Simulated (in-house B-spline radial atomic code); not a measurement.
**Ionising neutral europium with different functionals**

Computed with an all-electron radial atomic-structure program (B-spline basis): four-component Dirac-Coulomb Hamiltonian, Fermi nucleus of rms radius 5.1115 fm, spin-restricted, spherical fractional occupations for the functionals, and exact exchange of hybrids averaged over the configuration. The ionisation energy is the difference of two self-consistent energies, [Xe] 4f7 6s2 → [Xe] 4f7 6s1, without Breit or QED terms; ε is the level of the shell that loses the electron (mean over j).

```csv
method,rung,ΔSCF (eV),-ε(6s) (eV)
PBE0,global hybrid,?,?
B97-1,global hybrid,?,?
LC-wPBE,range-separated hybrid,5.55,5.66
HSE06,range-separated hybrid,5.86,3.80
```

(1) What does B97-1 give?

(2) What does PBE0 give?

(3) Among the functionals, which spreads more, the ΔSCF values or the orbital energies?

(4) How do they compare with the NIST value?

Results:

(1) ΔSCF 5.80 eV, and -ε(6s) = 3.95 eV.

(2) ΔSCF 5.82 eV, and -ε(6s) = 4.11 eV.

(3) The orbital energies: ΔSCF values span about 0.31 eV and the orbital energies 1.86 eV; here energy differences depend much less on the functional than eigenvalues do.

(4) NIST lists 5.670 eV (measured, ground level to ground level). Errors run from -0.12 to +0.19 eV; LC-wPBE is closest (-0.12 eV), but part of that can be cancellation, since the calculations leave out Breit-QED terms, spin polarisation, the choice among j levels, multiplet and fine-structure energies.
